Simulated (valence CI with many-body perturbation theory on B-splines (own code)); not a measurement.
## Sn⁴⁴⁺: electric-dipole lines

Computed by configuration interaction combined with many-body perturbation theory (CI+MBPT): four valence electrons over a frozen Dirac-Fock core [He], radial functions for each j: 11 s, 11 p, 10 d, 8 f, 5 g, 2 h, with the one-electron correlation potential Σ1, the two-electron term Σ2, the three-electron term Σ3, Breit, model QED; selected CI, second order for the rest, scaled by the run's own slope (own B-spline code, finite nucleus).

The last digits are not significant, and no measured levels were compared; by estimate large intervals hold to a few tenths of a per cent, small ones and those within an open d or f shell to about a per cent. Among the levels kept, up to 840 cm⁻¹ of a level comes from second order outside the variational space, and about a tenth of that is noise between levels of different J, which matters for small intervals.

Lines 151 to 200 of 546 in falling wavelength, among levels below 42405 × 10³ cm⁻¹, chosen from the strongest by gf and those to the six lowest levels. Wavelengths and rates use the calculated energies. Electric multipoles are in the length gauge, E1 and E2 with the static RPA response of the core. Weak lines are less certain than strong ones. Lines between different terms over intervals too small for the method are left out, as are lines whose strength nearly cancels. The highest levels of a list are the least certain.

Levels are named by their leading jj configuration (3d3/2^4 stands for four electrons in 3d with j = 3/2), which in mixed levels can hold well under half, so a name can repeat and another be missing. Letters in brackets count levels of one name in rising energy.

```
λ vac (Å)                           Upper                           Lower   A (s⁻¹)  S (a.u.)
    31.93      (2p1/2 2p3/2^2 3s) J=2 [a]     (2s 2p1/2 2p3/2 3s) J=1 [c]  1.59e+11  1.28e-02
    31.90   (2p1/2 2p3/2^2 3p3/2) J=3 [a]  (2s 2p1/2 2p3/2 3p3/2) J=2 [c]  1.61e+11  1.80e-02
    31.90       (2p1/2 2p3/2^2 3d3/2) J=3  (2s 2p1/2 2p3/2 3d3/2) J=2 [c]  8.48e+10  9.52e-03
    31.44   (2p1/2 2p3/2^2 3p3/2) J=3 [b]  (2s 2p1/2 2p3/2 3p3/2) J=2 [d]  9.33e+10  1.00e-02
    30.67          (2s 2p1/2 2p3/2^2) J=3          (2s^2 2p1/2 2p3/2) J=2  9.06e+10  9.04e-03
    30.66       (2p1/2 2p3/2^2 3p3/2) J=4  (2s 2p1/2 2p3/2 3p3/2) J=3 [c]  2.32e+11  2.96e-02
    30.63   (2p1/2 2p3/2^2 3p1/2) J=2 [b]  (2s 2p1/2 2p3/2 3p1/2) J=1 [c]  2.21e+11  1.57e-02
    30.37       (2p1/2 2p3/2^2 3d3/2) J=4  (2s 2p1/2 2p3/2 3d3/2) J=3 [c]  1.43e+11  1.78e-02
    30.16          (2p1/2 2p3/2^2 3s) J=3     (2s 2p1/2 2p3/2 3s) J=2 [c]  2.09e+11  1.98e-02
    29.94       (2p1/2 2p3/2^2 3p1/2) J=3  (2s 2p1/2 2p3/2 3p1/2) J=2 [c]  1.32e+11  1.22e-02
    29.70   (2p1/2 2p3/2^2 3p3/2) J=2 [b]  (2s 2p1/2 2p3/2 3p3/2) J=1 [d]  2.15e+11  1.39e-02
    29.64             (2p1/2 2p3/2^3) J=1      (2s 2p1/2 2p3/2^2) J=1 [b]  2.64e+11  1.02e-02
    29.63      (2p1/2 2p3/2^2 3s) J=2 [b]     (2s 2p1/2 2p3/2 3s) J=1 [b]  1.93e+11  1.24e-02
    29.15             (2s 2p3/2^2 3s) J=3          (2s^2 2p1/2 3d5/2) J=2  1.08e+11  9.25e-03
    29.02      (2s 2p3/2^2 3d5/2) J=4 [b]          (2s^2 2p3/2 3d5/2) J=3  1.21e+11  1.32e-02
    28.95                (2s 2p3/2^3) J=2              (2s^2 2p3/2^2) J=2  3.85e+11  2.31e-02
    28.86  (2s 2p1/2 2p3/2 3d5/2) J=4 [c]          (2s^2 2p1/2 3d5/2) J=3  3.10e+11  3.31e-02
    28.84      (2s 2p3/2^2 3p3/2) J=3 [b]          (2s^2 2p3/2 3p3/2) J=2  1.04e+11  8.63e-03
    28.72  (2s 2p1/2 2p3/2 3p3/2) J=3 [c]          (2s^2 2p1/2 3p3/2) J=2  3.57e+11  2.92e-02
    28.70  (2s 2p1/2 2p3/2 3d5/2) J=3 [c]          (2s^2 2p1/2 3d5/2) J=2  2.57e+11  2.10e-02
    28.67             (2p1/2 2p3/2^3) J=1      (2s 2p1/2 2p3/2^2) J=1 [a]  3.06e+11  1.07e-02
    28.60      (2s 2p3/2^2 3d5/2) J=2 [b]          (2s^2 2p3/2 3d5/2) J=1  2.23e+11  1.29e-02
    28.59           (2p1/2^2 2p3/2^2) J=2          (2s 2p1/2^2 2p3/2) J=1  2.69e+11  1.55e-02
    28.51      (2s 2p3/2^2 3d5/2) J=3 [c]          (2s^2 2p3/2 3d5/2) J=3  3.27e+11  2.62e-02
    28.50       (2p1/2^2 2p3/2 3d5/2) J=2          (2s 2p1/2^2 3d5/2) J=2  1.67e+11  9.53e-03
    28.46  (2s 2p1/2 2p3/2 3p3/2) J=2 [c]          (2s^2 2p1/2 3p3/2) J=1  3.77e+11  2.14e-02
    28.42                   (2p3/2^4) J=0                (2s 2p3/2^3) J=1  1.43e+12  1.62e-02
    28.41  (2s 2p1/2 2p3/2 3d3/2) J=3 [c]          (2s^2 2p1/2 3d3/2) J=2  3.09e+11  2.45e-02
    28.32  (2s 2p1/2 2p3/2 3p1/2) J=1 [b]          (2s^2 2p1/2 3p1/2) J=1  4.09e+11  1.38e-02
    28.31             (2p1/2 2p3/2^3) J=2      (2s 2p1/2 2p3/2^2) J=2 [b]  5.93e+11  3.32e-02
    28.30  (2s 2p1/2 2p3/2 3d3/2) J=2 [d]          (2s^2 2p1/2 3d3/2) J=1  3.37e+11  1.88e-02
    28.30   (2p1/2 2p3/2^2 3p3/2) J=3 [b]  (2s 2p1/2 2p3/2 3p3/2) J=3 [b]  2.15e+11  1.68e-02
    28.28  (2s 2p1/2 2p3/2 3p1/2) J=2 [c]          (2s^2 2p1/2 3p1/2) J=1  3.82e+11  2.13e-02
    28.28   (2p1/2 2p3/2^2 3p3/2) J=2 [c]  (2s 2p1/2 2p3/2 3p3/2) J=2 [d]  3.11e+11  1.73e-02
    28.25       (2p1/2^2 2p3/2 3p3/2) J=1          (2s 2p1/2^2 3p3/2) J=1  2.64e+11  8.80e-03
    28.23  (2s 2p1/2 2p3/2 3d5/2) J=3 [d]          (2s^2 2p1/2 3d5/2) J=3  4.22e+11  3.28e-02
    28.20     (2s 2p1/2 2p3/2 3s) J=1 [b]             (2s^2 2p1/2 3s) J=0  2.68e+11  8.91e-03
    28.20  (2s 2p1/2 2p3/2 3p1/2) J=1 [c]          (2s^2 2p1/2 3p1/2) J=0  4.24e+11  1.41e-02
    28.19  (2s 2p1/2 2p3/2 3d5/2) J=2 [c]          (2s^2 2p1/2 3d5/2) J=2  3.02e+11  1.67e-02
    28.12  (2s 2p1/2 2p3/2 3p3/2) J=2 [d]          (2s^2 2p1/2 3p3/2) J=2  4.41e+11  2.42e-02
    28.09     (2s 2p1/2 2p3/2 3s) J=1 [c]             (2s^2 2p1/2 3s) J=1  3.55e+11  1.16e-02
    28.07  (2s 2p1/2 2p3/2 3d5/2) J=1 [c]          (2s^2 2p1/2 3d5/2) J=2  4.19e+11  1.37e-02
    28.06       (2p1/2^2 2p3/2 3d5/2) J=4          (2s 2p1/2^2 3d5/2) J=3  2.22e+11  2.18e-02
    28.06  (2s 2p1/2 2p3/2 3d5/2) J=2 [d]          (2s^2 2p1/2 3d5/2) J=3  5.26e+11  2.87e-02
    28.05  (2s 2p1/2 2p3/2 3d3/2) J=1 [d]          (2s^2 2p1/2 3d3/2) J=1  2.96e+11  9.68e-03
    28.04       (2p1/2^2 2p3/2 3p3/2) J=3          (2s 2p1/2^2 3p3/2) J=2  2.72e+11  2.07e-02
    28.03     (2s 2p1/2 2p3/2 3s) J=2 [c]             (2s^2 2p1/2 3s) J=1  3.75e+11  2.04e-02
    27.99  (2s 2p1/2 2p3/2 3d3/2) J=2 [c]          (2s^2 2p1/2 3d3/2) J=2  3.37e+11  1.82e-02
    27.95  (2s 2p1/2 2p3/2 3d3/2) J=1 [c]          (2s^2 2p1/2 3d3/2) J=2  5.38e+11  1.74e-02
    27.94   (2p1/2 2p3/2^2 3p1/2) J=1 [b]  (2s 2p1/2 2p3/2 3p1/2) J=2 [c]  4.28e+11  1.38e-02
```
